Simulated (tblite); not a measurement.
A geometry optimisation, step by step.

Species: C7H9BO2.
SMILES with atom numbers: `[OH:1][B:2]([OH:3])[C:4]1=[CH:5][C@@H:6]2[CH:7]=[CH:8][C@@H:9]2[CH2:10]1` (hydrogens: H11 on O1; H12 on O3; H13 on C5; H14 on C6; H15 on C7; H16 on C8; H17 on C9; H18, H19 on C10)

Computed with GFN2-xTB (tblite), gas phase: L-BFGS steps from a force-field or distance-geometry start until the largest atomic force falls under 0.01 eV/Å. 4 of its 80 geometries are shown.

Step 0: E = -786.1489 eV, largest atomic force 4.383 eV/Å
```
atom  x, y, z in Å  |  force x, y, z in eV/Å
O1      3.258   -0.813    0.202   -1.450   1.373  -1.798
B2      2.325    0.327    0.108    1.535   0.151   0.269
O3      2.867    1.667   -0.076   -0.771  -1.879  -1.541
C4      0.780    0.107    0.245    1.170  -0.354   0.042
C5      0.205   -1.081    0.448   -0.085  -0.450   0.138
C6     -1.284   -0.954    0.509    0.821  -4.027   1.335
C7     -1.950   -1.244   -0.797   -1.022   2.943  -0.986
C8     -2.224    0.114   -0.972    0.253  -3.235  -0.153
C9     -1.567    0.439    0.332   -1.471   4.128  -0.071
C10    -0.238    1.185    0.190   -0.222   1.275   0.258
H11     3.344   -1.126   -0.733    0.149   0.203   1.455
H12     2.882    1.784   -1.061    0.164   0.193   1.532
H13     0.737   -2.020    0.516   -0.163   0.123   0.020
H14    -1.754   -1.425    1.394    0.352  -0.162  -0.304
H15    -2.139   -2.138   -1.367    0.066   0.151   0.103
H16    -2.723    0.690   -1.739    0.174  -0.124   0.214
H17    -2.273    0.874    1.084    0.582   0.031  -0.484
H18    -0.166    1.731   -0.779   -0.098  -0.102   0.696
H19    -0.091    1.891    1.041    0.014  -0.238  -0.724
```

Step 26: E = -787.8691 eV, largest atomic force 0.283 eV/Å
```
atom  x, y, z in Å  |  force x, y, z in eV/Å
O1      3.004   -0.821   -0.193    0.188  -0.002  -0.035
B2      2.206    0.275   -0.132    0.016   0.002  -0.025
O3      2.602    1.524   -0.492    0.189   0.040  -0.050
C4      0.715    0.070    0.274    0.068   0.034   0.143
C5      0.134   -1.105    0.521    0.017  -0.002   0.036
C6     -1.348   -1.022    0.592   -0.128   0.002  -0.087
C7     -1.988   -1.225   -0.771   -0.033   0.117  -0.079
C8     -2.230    0.070   -0.953   -0.029   0.012   0.014
C9     -1.644    0.494    0.370   -0.100  -0.005  -0.033
C10    -0.290    1.196    0.266    0.009   0.021  -0.108
H11     3.900   -0.698   -0.519   -0.095   0.017   0.068
H12     3.504    1.627   -0.806   -0.117  -0.028   0.068
H13     0.669   -2.032    0.602   -0.003  -0.122  -0.061
H14    -1.829   -1.535    1.425    0.089  -0.015   0.024
H15    -2.132   -2.105   -1.379    0.015   0.062   0.140
H16    -2.655    0.663   -1.748    0.035  -0.115   0.056
H17    -2.332    0.960    1.072   -0.042   0.059   0.003
H18    -0.174    1.758   -0.656   -0.138   0.090  -0.230
H19    -0.120    1.914    1.070    0.058  -0.165   0.159
```

Step 53: E = -787.9058 eV, largest atomic force 0.038 eV/Å
```
atom  x, y, z in Å  |  force x, y, z in eV/Å
O1      3.054   -0.801   -0.153    0.010   0.016   0.007
B2      2.225    0.276   -0.170    0.015   0.005   0.003
O3      2.639    1.531   -0.488    0.012   0.005   0.007
C4      0.716    0.059    0.168    0.007  -0.019   0.008
C5      0.131   -1.114    0.423   -0.019   0.006   0.018
C6     -1.348   -1.010    0.585   -0.018  -0.025  -0.014
C7     -2.070   -1.236   -0.725    0.011   0.009  -0.030
C8     -2.281    0.057   -0.943   -0.015   0.014   0.019
C9     -1.642    0.505    0.349    0.011  -0.031   0.018
C10    -0.282    1.194    0.221    0.014  -0.015  -0.016
H11     3.971   -0.641   -0.378    0.021  -0.007  -0.002
H12     3.565    1.641   -0.705    0.015   0.003  -0.003
H13     0.645   -2.059    0.454   -0.022   0.014  -0.003
H14    -1.753   -1.507    1.466    0.008   0.005   0.012
H15    -2.267   -2.137   -1.278   -0.011  -0.002   0.012
H16    -2.727    0.615   -1.746   -0.004   0.021   0.020
H17    -2.310    0.996    1.055   -0.015  -0.022  -0.010
H18    -0.210    1.814   -0.673   -0.010   0.008  -0.010
H19    -0.068    1.828    1.084   -0.009   0.014  -0.034
```

Step 79: E = -787.9123 eV, largest atomic force 0.009 eV/Å
```
atom  x, y, z in Å  |  force x, y, z in eV/Å
O1      3.091   -0.786   -0.101    0.004  -0.002  -0.005
B2      2.247    0.277   -0.159    0.000   0.001   0.004
O3      2.659    1.539   -0.454    0.008   0.002  -0.004
C4      0.727    0.045    0.129   -0.001  -0.002   0.000
C5      0.140   -1.127    0.381   -0.002  -0.003  -0.001
C6     -1.336   -1.023    0.558    0.001  -0.004   0.001
C7     -2.114   -1.225   -0.725   -0.001  -0.002   0.004
C8     -2.344    0.071   -0.901    0.000   0.001  -0.001
C9     -1.631    0.495    0.358    0.000  -0.001   0.003
C10    -0.276    1.178    0.155    0.001  -0.001   0.000
H11     4.016   -0.615   -0.286   -0.008   0.000   0.004
H12     3.593    1.660   -0.630   -0.003   0.000   0.002
H13     0.654   -2.072    0.420    0.001   0.003  -0.004
H14    -1.721   -1.528    1.445    0.000   0.002   0.000
H15    -2.345   -2.117   -1.279    0.005  -0.001   0.002
H16    -2.840    0.648   -1.661    0.000   0.005  -0.002
H17    -2.255    0.979    1.108   -0.005   0.002   0.001
H18    -0.238    1.743   -0.778    0.001  -0.001  -0.002
H19    -0.037    1.868    0.966   -0.002   0.001  -0.001
```

Problem. Summarise the path.

Solution. The energy falls by 170.15 kJ/mol from step 0 to step 79; nine tenths of that is first reached at step 20. It rises by more than 0.2 meV at step 14. The largest force goes from 4.383 to 0.009 eV/Å. Among the bonds C6–C9 changes most, from 1.433 to 1.560 Å; the atoms move by 0.345 Å rms after alignment.

Problem. Follow the three bonds and two angles with the largest change from start to end.

Solution. 
```tsv
step	E above end (kJ/mol)	largest force (eV/Å)	C6–C9 (Å)	O1–B2 (Å)	B2–O3 (Å)	B2–O3–H12 (°)	B2–O1–H11 (°)
0	170.15	4.383	1.433	1.476	1.457	103.9	103.8
3	101.02	0.690	1.552	1.375	1.375	111.6	111.9
7	89.35	0.516	1.557	1.371	1.370	120.1	120.3
10	79.22	0.732	1.589	1.375	1.375	125.8	124.5
14	74.23	3.134	1.541	1.351	1.356	126.1	124.1
17	28.24	1.256	1.554	1.361	1.359	125.7	125.3
21	12.21	0.403	1.556	1.359	1.358	120.2	121.7
24	6.64	0.301	1.560	1.355	1.357	118.0	118.9
27	3.44	0.213	1.560	1.359	1.359	117.1	116.9
31	2.46	0.095	1.561	1.359	1.359	116.5	116.2
34	2.21	0.066	1.561	1.360	1.359	116.6	116.4
38	1.79	0.101	1.558	1.360	1.360	116.5	116.8
41	1.35	0.113	1.559	1.359	1.359	117.3	117.6
45	0.99	0.058	1.559	1.360	1.359	117.3	117.3
48	0.82	0.063	1.559	1.359	1.359	117.2	117.0
52	0.66	0.038	1.561	1.359	1.359	117.1	116.6
55	0.56	0.062	1.560	1.359	1.359	116.6	116.7
58	0.44	0.033	1.559	1.359	1.359	116.5	116.8
62	0.38	0.032	1.560	1.359	1.359	116.9	116.8
65	0.31	0.037	1.559	1.359	1.359	117.2	116.8
69	0.17	0.051	1.560	1.359	1.359	117.4	116.7
72	0.05	0.039	1.559	1.360	1.360	117.0	116.9
76	0.01	0.015	1.560	1.359	1.359	116.9	116.9
79	0.00	0.009	1.560	1.359	1.359	116.9	116.8
```

What follows is the cost of the whole relaxation. The run took 0.98 s on an Arm Neoverse N1 with one thread, no GPU, shared host with 64 logical CPUs at a one-minute load of 54.
